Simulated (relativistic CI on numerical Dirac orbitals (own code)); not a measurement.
Computed by Dirac-Coulomb-Breit CI, separate exchange-only KLI orbitals for each configuration, a model potential for QED, unscaled Slater integrals (own radial code, finite nucleus).

The strongest absorption lines from the ground level of an ion, among the configurations computed and to levels below about 1850 eV (vacuum wavelength in Å, gf): 6.8503 (0.12), 6.8973 (0.058), 8.9239 (0.0032), 9.3297 (0.02), 9.5667 (0.35), 9.7355 (0.21), 76.878 (0.5), 146.05 (0.043).

Which ion is it?
A. Sn XLI
B. Sn XXXIX
C. Ru XXXIII
D. Ag XXXVI

B. Sn XXXIX has 12 electrons and the ground level 3s2 1S_0; the strongest line goes to 3s 3p 1P°_1. The pattern of lines fixes the number of electrons, and along that sequence the line energies rise steadily with the charge (about as its square where n changes within one kind of shell, about linearly where n is kept but much faster in heavy ions where fine structure, which grows about as Z⁴, sets the gap, and irregularly where shells cross), which fixes Z. Configurations outside the model, such as inner-shell arrays, can give stronger lines. At this charge energies of transitions that change n are usually good to better than 1 %, and those within a shell (Δn = 0) to a few per cent.

LS names give the leading component of a level, which can be under half, so a name can repeat, a term be missing and a line seem to break the LS rules.
